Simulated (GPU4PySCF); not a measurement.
di-tert-butyl disulfide (C₈H₁₈S₂), SMILES S(C(C)(C)C)SC(C)(C)C.

The structure is a stationary point at ωB97M-D3(BJ)/def2-TZVP. One conformer was computed; it need not be the lowest.

Two levels are set side by side: PBE/def2-TZVPD (GPU4PySCF) and B3LYP/def2-TZVPD (GPU4PySCF). Same geometry, gas phase. Differences are taken from unrounded values.

| quantity | B3LYP |
|---|---|
| orbital gap (eV) | 5.63 |
| highest occupied level (eV) | -6.03 |
| lowest empty level (eV) | -0.40 |
| dipole moment (D) | 1.76 |
| mean polarisability (bohr³) | 145.6 |

What does PBE give, and how far is it from B3LYP? (Estimate from the structure and the level; the computed values follow.)


| quantity | PBE | PBE minus B3LYP |
|---|---|---|
| orbital gap (eV) | 4.02 | -1.60 |
| highest occupied level (eV) | -5.12 | 0.91 |
| lowest empty level (eV) | -1.09 | -0.69 |
| dipole moment (D) | 1.75 | -0.02 |
| mean polarisability (bohr³) | 150.7 | 5.2 |

PBE's occupied levels lie high since its potential decays too fast outside the molecule; exact exchange lowers them and widens the gap. Loosely held outer electrons make PBE densities more polarisable. Differences between two approximate levels are no errors against the true value.
